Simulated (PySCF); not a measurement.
In(CF3)(Cl)2 (CCl2F3In), SMILES F[C](F)(F)[In]([Cl])[Cl]. Atoms are numbered in the order given.

```xyz
7

In    -0.0490     0.0857     0.3672
C      0.2044    -0.4134    -1.7884
F     -0.6698     0.2510    -2.5551
F      0.0280    -1.7251    -2.0030
F      1.4413    -0.0920    -2.2003
Cl    -1.2543     1.9646     1.0926
Cl     0.9003    -1.2367     2.0581
```
Charge 0, spin multiplicity 1.

Coordinates come from a B3LYP-D3(BJ)/def2-SVP optimisation. The structure was generated by enumeration; whether it is a known compound was not checked. The def2 effective core potentials stand for the cores of In; spin–orbit coupling is left out.

Level of theory: PBE/def2-TZVP (PySCF).

ESP charges are fitted to the potential on shells at 1.4 to 2.0 van der Waals radii. Atomic charges (e):

| atom | Löwdin | Mulliken | ESP fit |
|---|---|---|---|
| In1 | -0.06 | 0.68 | ? |
| C2 | -0.82 | 0.29 | ? |
| F3 | 0.22 | -0.11 | ? |
| F4 | 0.22 | -0.11 | ? |
| F5 | 0.22 | -0.12 | ? |
| Cl6 | 0.10 | -0.31 | ? |
| Cl7 | 0.10 | -0.32 | ? |

Task: Some entries are withheld; supply them. (Estimate from the structure and the level; the computed values follow.)

Result: 
- In1, ESP fit: 0.57
- C2, ESP fit: 0.24
- F3, ESP fit: -0.12
- F4, ESP fit: -0.11
- F5, ESP fit: -0.10
- Cl6, ESP fit: -0.24
- Cl7, ESP fit: -0.24
